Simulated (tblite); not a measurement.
Compound: C7H15P.
Geometry (GFN2-xTB, Å), atoms numbered from 1 in this order:
```
atom  x, y, z in Å
C1    -3.1397    0.4918   -0.1657
C2    -2.1851   -0.2626    0.7491
C3    -0.7714    0.3125    0.6967
P4    -0.0166    0.0839   -0.9972
C5     0.6959   -1.6386   -0.7420
C6     1.9828   -1.0913   -0.1105
C7     1.8149    0.3593   -0.5885
C8     2.2280    1.4658    0.3613
H9    -2.7797    0.4513   -1.1924
H10   -3.2070    1.5360    0.1318
H11   -4.1352    0.0552   -0.1289
H12   -2.1599   -1.3153    0.4539
H13   -2.5525   -0.2171    1.7786
H14   -0.1455   -0.1645    1.4541
H15   -0.8054    1.3867    0.8993
H16    0.8758   -2.1227   -1.7021
H17    0.1057   -2.3087   -0.1179
H18    1.9527   -1.1521    0.9774
H19    2.8996   -1.5783   -0.4475
H20    2.3265    0.4988   -1.5476
H21    1.9466    2.4363   -0.0436
H22    3.3082    1.4520    0.5029
H23    1.7567    1.3485    1.3345
```

Method: GFN2-xTB as coded in tblite; computed harmonic values from a numerical Hessian at the method's own geometry, unscaled. Errors from tens to a few hundred cm⁻¹ against measured bands are possible. One conformer, not necessarily the lowest.

Harmonic wavenumbers (cm⁻¹): 46.3, 96.8, 128.4, 141.7, 184.0, 202.2, 227.5, 287.5, 311.3, 397.6, 425.3, 533.3, 638.5, 670.6, 721.4, 757.5, 812.7, 848.9, 901.1, 928.0, 938.8, 990.0, 1018.8, 1022.5, 1035.3, 1058.7, 1114.0, 1137.5, 1144.5, 1159.0, 1192.9, 1204.7, 1219.0, 1233.0, 1262.6, 1274.9, 1314.5, 1343.7, 1406.1, 1412.3, 1437.3, 1447.2, 1491.2, 1492.8, 1496.0, 1499.0, 1500.4, 1501.7, 2912.9, 2942.9, 2945.5, 2953.1, 2961.6, 2964.2, 2977.4, 2987.4, 2994.6, 3005.4, 3020.9, 3023.6, 3031.5, 3034.0, 3035.7.

A = 2920, B = 1057, C = 938.3 MHz; mass 130.091 u (most abundant isotopes); point group C1, symmetry number 1.

Zero-point energy?

Half the sum of the wavenumbers: 44700 cm⁻¹ = 127.80 kcal/mol.

Give the ideal-gas entropy at 200 K and 1 bar in the rigid-rotor, harmonic-oscillator model (classical rotation).

Translation 38.54, rotation 27.91, vibration 18.62: S = 85.1 cal/(mol K).

And Cp and H(200 K) − H(0)?

Cp = 28.68 cal/(mol K), of which vibrations give 20.73 (their classical limit is 63 R = 125.2); H(200 K) − H(0) = 3.68 kcal/mol without the zero-point energy, 2.09 from vibrations.

Which modes carry the vibrational entropy at 200 K?

46.3 cm⁻¹: 4.18; 96.8 cm⁻¹: 2.75; 128.4 cm⁻¹: 2.21; 141.7 cm⁻¹: 2.03; 184.0 cm⁻¹: 1.57; 202.2 cm⁻¹: 1.41 cal/(mol K); the other 57 give 4.46 together.

Blend soft modes into free rotors: weight 1/[1 + (100 cm⁻¹/ν̃)⁴] for the oscillator and the rest for a rotor with moment μB/(μ + B), μ = h/(8π²ν), B = 10⁻⁴⁴ kg m². What vibrational entropy results?

17.66 cal/(mol K) in place of 18.62, which changes −T·S at 200 K by +0.19 kcal/mol.

Hindered rotation and anharmonicity are outside this model. Other conformers, if any are populated, would add a mixing term that is left out. The structure is chiral; the term R ln 2 for an equal mix with its mirror image is left out.
